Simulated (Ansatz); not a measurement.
Input file for Ansatz (an electronic-structure program): R-r2SCAN/def2-TZVPPD on HBr (SMILES Br) with ghost functions, monomers drawn apart or pushed together. Files ending in .json are basis or fitting sets from the Basis Set Exchange.

Ansatz 0.2 input:
```yaml
crystal:
  periodic: [false, false, false]
  atoms:
    - {symbol: Br, position_ang: [0.49581311, 0.87158626, 5.88764220]}
    - {symbol: H, position_ang: [0.37092178, 0.66477207, 4.47156494]}
basis:
  gaussian:
    orbitals: def2-TZVPPD.json
    ghost_atoms:
      - {symbol: C, position_ang: [-0.14505955, -0.59116914, 0.32365369]}
      - {symbol: C, position_ang: [0.13863937, 0.68865879, 0.11543025]}
      - {symbol: H, position_ang: [0.63022878, -1.34672923, 0.36179590]}
      - {symbol: H, position_ang: [-1.16365290, -0.93312190, 0.46149653]}
      - {symbol: H, position_ang: [-0.63671769, 1.44398702, 0.07450053]}
      - {symbol: H, position_ang: [1.15687198, 1.03045478, -0.02518372]}
hamiltonian:
  xc: {name: r2SCAN}
scf: {lower_state_search: off}
```

It printed:

```
WARN ansatz: RAYON_NUM_THREADS=2 ignored (pool sized by the plan → 2); use --threads N
Functional definition: r2SCAN
these checks for a lower state are left out or cut short: stability, starts, cluster_reference, orbital_swaps, neighbouring_geometries, increment
integrals: 0.10 GiB planned
999 factors; their error is unknown
mean field: 0.81 GiB planned
mean field evaluation 1: about -70062.1736 eV, gradient 7.6e0 eV
mean field evaluation 2: about -70062.2488 eV, gradient 4.7e0 eV
mean field evaluation 4: about -70062.3063 eV, gradient 6.7e-2 eV
mean field evaluation 8: about -70062.2987 eV, gradient 1.0e-2 eV
mean field -70062.29871086 eV, -2574.7419876923 hartree, gradient 1.8e-6 eV, S^2 0.000000; 0 other end points of the search recorded, 0 dependent functions left out
reference -70062.29872270 eV, -2574.7419881273 hartree; 18, 18 occupied and 198, 198 virtual orbitals, 999 factors
Total energy: -70062.29872270 eV, -2574.7419881273 hartree
Checks for a lower state left out: stability, starts, cluster_reference, orbital_swaps, neighbouring_geometries, increment
```

The run converged.

Cost: around 1.7 core-seconds (rough).
